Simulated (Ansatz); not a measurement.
The cluster NiO₂, relaxed as a quintet with UKS r2SCAN-D4/def2-TZVP in Ansatz, starting from the r2SCAN-D4/def2-TZVP geometry of the neutral singlet. Force threshold 0.02 eV/Å.

At r2SCAN-D4/def2-TZVP a triplet of charge 0 lies 0.07 eV below the quintet, each at its own geometry. That triplet is doubtful there (⟨S²⟩ 2.64, where a pure state has 2.00). Another isomer (singlet) lies 0.43 eV lower at PBE0-D4/def2-TZVP.

Start:

```csv
atom,x (Å),y (Å),z (Å)
Ni1,0.173,-0.018,0.033
O2,-0.402,-0.312,1.478
O3,0.229,0.330,-1.511
```

Problem. Estimate the energy that the relaxation releases and the steps that it takes.

Solution. 41.9 kJ/mol, in 7 steps; 13 s on 4 threads of INTEL XEON PLATINUM 8581C on a shared host. No frequencies were taken in this run, so the end may be a saddle point.

Problem. Does the start keep its bonding and symmetry?

Solution. By distances, no bond broke or formed. The bond that changes most is Ni1–O3, from 1.58 to 1.67 Å (atoms count from 1). Point group C2v at the start, C2v at the end, both within 0.05 Å.

Problem. Predict the relaxed structure.

Solution. 
Cartesian coordinates in Å:
```
Ni 0.387 -0.041 0.073
O -0.510 -0.300 1.458
O 0.122 0.342 -1.531
```
Bond lengths: 2 × Ni–O 1.67 Å.
